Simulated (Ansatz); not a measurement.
Input for Ansatz (an electronic-structure program): R-CCSD(T)/aug-cc-pVDZ on C2H7NO (a complex), monomers drawn apart or pushed together.

Ansatz 0.2 input:
```yaml
crystal:
  periodic: [false, false, false]
  atoms:
    - {symbol: C, position_ang: [0.08629184, 0.29096822, 0.74281492]}
    - {symbol: O, position_ang: [-0.32809843, -0.83120190, 0.60768730]}
    - {symbol: H, position_ang: [1.14558014, 0.50676769, 0.96734744]}
    - {symbol: H, position_ang: [-0.55627815, 1.17827513, 0.60106447]}
    - {symbol: C, position_ang: [0.26246317, -0.46366852, 4.27774911]}
    - {symbol: N, position_ang: [-0.23025465, 0.81405636, 3.75928728]}
    - {symbol: H, position_ang: [1.35237698, -0.43732051, 4.31309958]}
    - {symbol: H, position_ang: [-0.02400533, -1.25955148, 3.58976924]}
    - {symbol: H, position_ang: [-0.10588527, -0.71867994, 5.27833097]}
    - {symbol: H, position_ang: [0.08724530, 1.58854266, 4.32960590]}
    - {symbol: H, position_ang: [-1.24318040, 0.83475125, 3.76045791]}
basis:
  gaussian:
    orbitals: aug-cc-pVDZ
magnetization: {spin_polarized: false}
correlation: {method: ccsd_t, electrons: outside_noble_gas}
scf: {lower_state_search: off}
```

Program output:

```
WARN ansatz: RAYON_NUM_THREADS=1 ignored (pool sized by the plan → 1); use --threads N
Functional definition: HF
these checks for a lower state are left out or cut short: stability, starts, cluster_reference, orbital_swaps, neighbouring_geometries, increment
integrals: 0.47 GiB planned
1510 factors; integrals over basis functions are off by at most 8.6e-4 eV
mean field: 0.46 GiB planned
mean field evaluation 1: about -5686.1796 eV, gradient 4.4e1 eV
mean field evaluation 2: about -5686.2210 eV, gradient 4.4e1 eV
mean field evaluation 4: about -5690.3755 eV, gradient 4.5e0 eV
mean field evaluation 8: about -5690.4377 eV, gradient 3.6e-1 eV
mean field -5690.43873059 eV, -209.1197662311 hartree, gradient 5.5e-6 eV, S^2 0.000000; 0 other end points of the search recorded, 0 dependent functions left out
4 core orbitals not correlated
reference -5690.43873059 eV, -209.1197662311 hartree; 13, 13 occupied and 138, 138 virtual orbitals, 1510 factors
second order -18.46309486 eV of doubles, -0.00000000 eV of singles
coupled cluster: 1.39 GiB planned
cycle   1  -18.98777178 eV  change   -5.2e-1 eV  update   1.1e-1
cycle   2  -19.49294356 eV  change   -5.1e-1 eV  update   3.2e-2
cycle   3  -19.64204802 eV  change   -1.5e-1 eV  update   1.7e-2
cycle   4  -19.63621436 eV  change    5.8e-3 eV  update   4.4e-3
cycle   5  -19.63564720 eV  change    5.7e-4 eV  update   1.8e-3
cycle   6  -19.63636628 eV  change   -7.2e-4 eV  update   6.1e-4
cycle   7  -19.63611575 eV  change    2.5e-4 eV  update   2.1e-4
cycle   8  -19.63602689 eV  change    8.9e-5 eV  update   7.1e-5
cycle   9  -19.63604156 eV  change   -1.5e-5 eV  update   3.0e-5
perturbative correction -0.62967853 eV, -0.0231402592 hartree
Total energy: -5710.70445068 eV, -209.8645177079 hartree
Checks for a lower state left out: stability, starts, cluster_reference, orbital_swaps, neighbouring_geometries, increment
```

Self-consistency was reached.

Cost: roughly 80 core-seconds.
